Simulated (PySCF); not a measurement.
C₆H₁₀F₂ (charge +1 and doublet state).
Geometry (GFN2-xTB, Å), atoms numbered from 1 in this order:
```
atom  x, y, z in Å
C1    -2.6905    0.4233    0.7043
C2    -1.7340   -0.3507   -0.1668
C3    -0.2937    0.0871   -0.0888
C4     0.6589   -0.6768   -0.9126
C5     1.9991   -0.5264   -0.9421
C6     2.8246    0.3761   -0.0774
F7     3.8801   -0.2653    0.4402
F8     2.1347    0.9141    0.9524
H9    -2.4470    0.3166    1.7643
H10   -3.7084    0.0721    0.5590
H11   -2.6563    1.4946    0.4974
H12   -1.8194   -1.4259    0.0527
H13   -2.0799   -0.2800   -1.2110
H14    0.0565    0.0344    0.9596
H15   -0.1980    1.1662   -0.2868
H16    0.2449   -1.4611   -1.5371
H17    2.6039   -1.1123   -1.6221
H18    3.2156    1.2203   -0.6900
```

The hyperfine couplings belong to this conformer and change with its torsions.

The species is `C(C[CH+][CH]C(F)F)C` [radical] (charge +1).

The calculation used PySCF 2.14.0, UKS B3LYP, pcH-1 on C F H, non-relativistic, mean-field spin-orbit, GIAO. The structure is a single GFN2-xTB conformer in the gas phase; no vibrational or solvent corrections. The geometry wasn't refined by DFT: couplings that depend on bond lengths, twists or pyramidal angles can differ widely from those at the functional's own minimum, by a factor of two or more for some ions and for spin on atoms past the first row. Stability of the SCF solution: not tested.

Q: What is the g tensor, term by term?

A: 
```json
{"Δg (ppm)": "relativistic mass correction", "1": "-142", "2": "-142", "3": "-142"}
{"Δg (ppm)": "gauge correction", "1": "11", "2": "15", "3": "22"}
{"Δg (ppm)": "orbital Zeeman/spin–orbit", "1": "83", "2": "1248", "3": "1740"}
{"Δg (ppm)": "total", "1": "-48", "2": "1120", "3": "1619"}
```

So g = 2.00227, 2.00344, 2.00394 and g_iso = 2.00322; the tensor is rhombic: the two nearest values differ by 30 % of g3 − g1. Axes: g3 points within 13° of the C4–C5 bond.

Q: What effective moment and Curie constant follow for a powder?

A: With the mean of g² = 4.0129 and S(S+1) = 0.75: μ_eff = √(⟨g²⟩S(S+1)) = 1.735 μB and χT = 0.12505·⟨g²⟩·S(S+1) = 0.376 cm³ K/mol (cgs; spin-Hamiltonian part alone).

Q: Average each term over the three axes. Which is largest in size?

A: The orbital-Zeeman/spin–orbit term 1023, the mass correction -142 and the gauge correction 16 ppm, for a total of 897 ppm. The orbital-Zeeman/spin–orbit term is the largest in size. The mass correction is the same along every axis, so the anisotropy comes from the other two: their spans along these axes are 10 (gauge) and 1657 ppm (orbital Zeeman/spin–orbit).

Q: What are the electron Larmor frequencies g μB B/h along the three axes at 330 mT?

A: 9.2480, 9.2534, 9.2557 GHz for g1, g2 and g3, a range of 7.7 MHz.

Q: In a frozen sample, at which fields do the three g values resonate at 9.5, 34, 94 and 263 GHz (hyperfine left aside), and which band first spreads them over more than twice a line width of 0.5 mT?

A: 
```csv
band,GHz,B(g3) mT,B(g2) mT,B(g1) mT,spread mT
X,9.5,338.71,338.79,338.99,0.28
Q,34.0,1212.22,1212.53,1213.23,1.01
W,94.0,3351.44,3352.28,3354.23,2.79
J,263.0,9376.91,9379.25,9384.72,7.81
```

The spread grows in proportion to the frequency. Q band is the first where it exceeds 1.0 mT.

Largest spin populations (Mulliken): C5 (+0.48), C4 (+0.26) and H14 (+0.09).

The HOMO–LUMO gaps are 5.97 eV among the α and 1.63 eV among the β orbitals.
